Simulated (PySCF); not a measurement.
Species: C₃H₉F₂Si₂ (doublet state).
Cartesian coordinates in Å at the GFN2-xTB level; atoms count from 1:
```xyz
16
C3H9F2Si2 angstrom
C     -1.112   -1.974    0.351
C     -0.900   -1.068   -0.805
Si     0.231    0.376   -0.838
Si    -0.446    2.335    0.255
C      1.838   -0.156    0.129
F      2.792    0.813    0.012
F      1.589   -0.260    1.470
H     -1.050   -3.017    0.028
H     -0.383   -1.809    1.138
H     -2.114   -1.845    0.771
H     -1.631   -1.175   -1.595
H      0.726    0.582   -2.208
H      0.684    3.171    0.661
H     -1.298    3.115   -0.650
H     -1.239    2.023    1.449
H      2.304   -1.100   -0.179
```

The hyperfine couplings belong to this conformer and change with its torsions.

The species is `C[CH][Si@@H]([SiH3])C(F)F` [radical].

Computed, not measured: PySCF, UKS B3LYP, pcH-1 on C F H Si, non-relativistic, mean-field spin-orbit, GIAO. Isolated species at its GFN2-xTB geometry (one conformer only). Couplings are sensitive to structure, and on GFN2-xTB geometries they can be far from those on DFT ones. No stability test was run, so a lower SCF solution isn't excluded.

Question: Match the computed a_iso(13C) values +92.6, -28.6, +22.4 MHz with the sites C1; C2; C5.

Answer: 
| site | a_iso (MHz) | ρ(0) (bohr⁻³) | position | distance from C2 (Å) | spin population | largest \|T\| (MHz) |
| --- | --- | --- | --- | --- | --- | --- |
| C1 | -28.6 | -0.0254 | 1 bond from C2 | 1.48 | -0.08 | 3.2 |
| C2 | +92.6 | +0.0825 | largest spin population | 0.00 | +0.97 | 145.1 |
| C5 | +22.4 | +0.0199 | 2 bonds from C2 | 3.03 | +0.01 | 3.1 |

Question: Match the computed a_iso(29Si) values -67.9, +48.9 MHz with the sites Si3; Si4.

Answer: 
```tsv
site	a_iso (MHz)	ρ(0) (bohr⁻³)	position	distance from C2 (Å)	spin population	largest |T| (MHz)
Si3	+48.9	-0.0551	1 bond from C2	1.83	-0.03	2.4
Si4	-67.9	+0.0764	2 bonds from C2	3.59	+0.06	15.0
```

Question: The isotropic 1H couplings, averaged over equivalent nuclei, are +76.7, -53.1, +20.7, +4.8, -0.9 MHz. Assign them to H8/H9/H10; H11; H12; H13/H14/H15; H16.

Answer: 
```json
{"site": "H8/H9/H10", "a_iso (MHz)": "+76.7", "ρ(0) (bohr⁻³)": "+0.0172", "position": "β, 2 bonds from C2", "distance from C2 (Å)": "2.13", "bound to": "C1", "spin population there": "-0.08", "largest |T| (MHz)": "8.4"}
{"site": "H11", "a_iso (MHz)": "-53.1", "ρ(0) (bohr⁻³)": "-0.0119", "position": "α, 1 bond from C2", "distance from C2 (Å)": "1.08", "bound to": "C2", "spin population there": "+0.97", "largest |T| (MHz)": "35.5"}
{"site": "H12", "a_iso (MHz)": "+20.7", "ρ(0) (bohr⁻³)": "+0.0046", "position": "β, 2 bonds from C2", "distance from C2 (Å)": "2.71", "bound to": "Si3", "spin population there": "-0.03", "largest |T| (MHz)": "5.7"}
{"site": "H13/H14/H15", "a_iso (MHz)": "+4.8", "ρ(0) (bohr⁻³)": "+0.0011", "position": "γ, 3 bonds from C2", "distance from C2 (Å)": "4.27", "bound to": "Si4", "spin population there": "+0.06", "largest |T| (MHz)": "2.3"}
{"site": "H16", "a_iso (MHz)": "-0.9", "ρ(0) (bohr⁻³)": "-0.0002", "position": "γ, 3 bonds from C2", "distance from C2 (Å)": "3.26", "bound to": "C5", "spin population there": "+0.01", "largest |T| (MHz)": "4.1"}
```

ρ(0) is the spin density at the nucleus and T the dipolar tensor; a_iso includes a spin–orbit part; entries for several nuclei are means. The largest Mulliken spin populations are on C2 (+0.97), C1 (-0.08) and Si4 (+0.06). No atom but C2 exceeds +0.15. The angles at C2 add up to 358.7°, so it is planar; its axial dipolar tensor and the negative coupling of its proton fit spin in a p orbital normal to that plane.

The spin density at the nucleus, in bohr⁻³, is negative for Si3 (-0.0551), C1 (-0.0254) and H11 (-0.0119), for instance. A restricted open-shell determinant has no negative spin density anywhere; here it arises because α and β orbitals differ (spin polarisation).

Class means assume fast exchange of nuclei equivalent by connectivity; if that motion is slow, each nucleus keeps its own coupling. The three 1H nuclei of mean +76.7 MHz run from 2.1 to 125.7 MHz in the frozen geometry. The three 1H nuclei of mean +4.8 MHz run from -2.7 to 17.3 MHz in the frozen geometry.
